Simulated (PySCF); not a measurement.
Si(H)(F)(Br)(Vi), SMILES C=C[SiH](F)Br, PBE0/def2-SVP optimised geometry.

```
9

Si    -0.58    -0.71     0.00
F      1.04    -0.71     0.00
Br    -1.28    -1.63     1.89
C     -1.14    -1.71    -1.45
C     -0.26    -2.25    -2.30
H     -1.04     0.71     0.00
H     -2.22    -1.87    -1.61
H      0.82    -2.12    -2.17
H     -0.59    -2.85    -3.16
```

Density from PBE0/def2-TZVP (PySCF) at that geometry.

Minimum of the electron density along straight lines between bonded atoms, close to the bond critical point (lines longer than 1.1 times the sum of covalent radii, or with two minima, are not listed):

```csv
bond,length / Å,ρ at the minimum / e bohr⁻³,∇²ρ there / e bohr⁻⁵,position (fraction from the first atom)
Si1–F2,1.623,0.132,0.89,0.42
Si1–Br3,2.217,0.091,0.09,0.35
Si1–C4,1.848,0.130,0.20,0.39
C4–C5,1.338,0.344,-1.03,0.50
Si1–H6,1.483,0.127,0.12,0.49
C4–H7,1.097,0.274,-0.94,0.65
C5–H8,1.095,0.280,-0.99,0.65
C5–H9,1.096,0.279,-0.98,0.65
```
